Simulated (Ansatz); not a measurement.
`[CH]1=NC[CH2][GeH2]1` → `C=[C]1[CH2][GeH]1[NH2]`  (isomerisation)

Computed with Ansatz on PBE0-D4/def2-TZVP structures; ΔE is electronic, products minus reactants. CBS: MP2 limit from def2 TZ/QZ plus the TZ coupled-cluster correction, frozen cores. DFT in def2-TZVPP. B3LYP here is the variant with VWN-RPA as its local correlation; programs differ in this. For Ge outer-core shells are correlated without core-valence functions, which leaves a few kJ/mol of doubt a bond. Scalar relativity is left out up to krypton. One conformer a species, not always the lowest.

`[CH]1=NC[CH2][GeH2]1`:

Cartesian coordinates in Å:
```
C -0.337 -1.565 0.032
N -1.165 -0.914 -0.667
C -0.976 0.527 -0.767
C 0.262 1.099 -0.046
Ge 1.063 -0.450 0.847
H -0.475 -2.644 0.117
H -0.953 0.762 -1.836
H -1.896 0.982 -0.387
H 0.970 1.537 -0.749
H -0.010 1.871 0.673
H 1.022 -0.414 2.385
H 2.495 -0.793 0.398
```

`C=[C]1[CH2][GeH]1[NH2]`:

Cartesian coordinates in Å:
```
C -0.429 2.097 -0.297
C 0.015 0.912 0.077
C 0.025 0.095 1.344
Ge 0.804 -0.786 -0.236
N -0.104 -2.015 -1.248
H -0.922 2.765 0.407
H -0.321 2.450 -1.317
H -0.942 -0.234 1.721
H 0.692 0.430 2.137
H 2.313 -0.988 -0.319
H -1.075 -1.766 -1.382
H -0.057 -2.959 -0.889
```

```tsv
level	ΔE (eV)
ωB97X-V	1.12
PBE0	1.05
B3LYP	0.99
HF/def2-TZVPP	1.11
MP2/def2-TZVPP	0.98
CCSD(T)/def2-TZVPP	1.05
MP2/def2-QZVPP	0.95
MP2/CBS(def2)	0.92
```

Question: What does CCSD(T)/CBS give? (Best estimate.)

Answer: Computed: +0.99 eV. The listed levels differ from it by 0.13, 0.06, 0.00, 0.12, -0.01, 0.06, -0.04, -0.07 eV.

Largest T1 diagnostic among the species: 0.012.

The D4 term adds +0.04 eV with B3LYP and +0.02 eV with PBE0; it sums over pairs of atoms, weighted by their polarisabilities, and B3LYP, whose exchange is more repulsive, gets the larger term. In def2-TZVPP, CCSD(T) changes the Hartree–Fock value by −0.06 eV (the triples alone add −0.01 eV) and MP2 by −0.13 eV. From PBE to PBE0 (25 % exact exchange), in def2-TZVPP and without D4, ΔE moves by +0.05 eV.
